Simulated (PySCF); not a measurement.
**Dipole response of Os (osmium, neutral)**

[Xe] 4f14 5d6 6s2, high-spin 5D determinant. All numbers are calculated (PySCF 2.14, the spin-free X2C one-electron Hamiltonian (Gaussian nucleus), in ANO-RCC-VTZP (8s7p5d3f2g1h, 104 functions)). Coupled (time-dependent) response in atomic units; α is the mean over directions. The basis has no added diffuse functions, which lowers α and C₆.

```
method  mean α (bohr³)         α xx, yy, zz  C₆ (like pair)  S(−4)
   UHF           55.62  56.29, 56.29, 54.29           631.3   1251
```

S(−4) is the Cauchy moment in α(ω) = α(0) + S(−4) ω² + …

Reference α: 57 ± 3 bohr³ (recommended; Schwerdtfeger and Nagle, table of static dipole polarizabilities (2023 update)). Published C₆: 584.0 (Gould and Bucko (2016)).

Spin-orbit coupling is absent.

α(iu) at UHF:

```tsv
u (hartree)	α(iu) (bohr³)
0	55.62
0.0500	52.81
0.100	46.62
0.200	33.48
0.300	23.98
0.500	14.09
0.750	9.029
1.00	6.616
1.50	4.221
2.00	2.985
3.00	1.733
5.00	0.8135
```

A single London oscillator, α(iu) = α/(1 + u²/ω²), gives C₆ = (3/4) ω α². Matching the computed C₆ needs ω = 4 × 631.3 / (3 × 55.62²) = 0.272 hartree.

The components differ because the open shell of this determinant is not spherical; for a pure term their mean is the scalar polarisability.

Spin-orbit coupling, absent here, splits the open shell strongly.
